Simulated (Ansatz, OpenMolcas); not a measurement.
**AsF3 (arsenic trifluoride): the energy, rung by rung**

AsF3: 4 atoms, total charge 0, spin state singlet. SMILES: `F[As](F)F`. The coordinates come from a PBE0-D4/def2-TZVP relaxation.

```xyz
4

F    -0.4459    0.3956    1.3626
As   -0.4620   -0.4572   -0.1256
F     1.2040   -0.8659   -0.1127
F    -0.2962    0.9276   -1.1243
```

Each level gives the energy change with the F1–As2 bond stretched from 1.715 to 1.973 Å (eV). The values are calculated.

```
                        level                    kind     program  value (eV)  CPU time (all runs)
      HF/cc-pVDZ (restricted)            Hartree–Fock  OpenMolcas        0.75                8.2 s
   M06-L/cc-pVDZ (restricted)                meta-GGA  OpenMolcas        0.39                 36 s
   BHLYP/cc-pVDZ (restricted)           global hybrid  OpenMolcas        0.62                 23 s
    PBE0/cc-pVDZ (restricted)           global hybrid  OpenMolcas        0.52                 24 s
   wB97X/cc-pVDZ (restricted)  range-separated hybrid      Ansatz        0.53                 28 s
RPA@PBE0/cc-pVDZ (restricted)                     RPA      Ansatz        0.47                 13 s
     MP2/cc-pVDZ (restricted)     perturbation theory  OpenMolcas        0.53                6.7 s
 BCCD(T)/cc-pVDZ (restricted)   coupled cluster or CI      Ansatz        0.51                 23 s
```

All-electron rows without a relativistic Hamiltonian named are non-relativistic. The first shape isn't each level's own minimum. The values span 0.39 to 0.75 eV. In the correlated wave-function rows the outer d shell of As is correlated, in sets not made for it. In so small a basis fixed costs decide the times, and correlated methods can beat functionals. CPU times are rough (shared hosts, several kinds of processor and program).
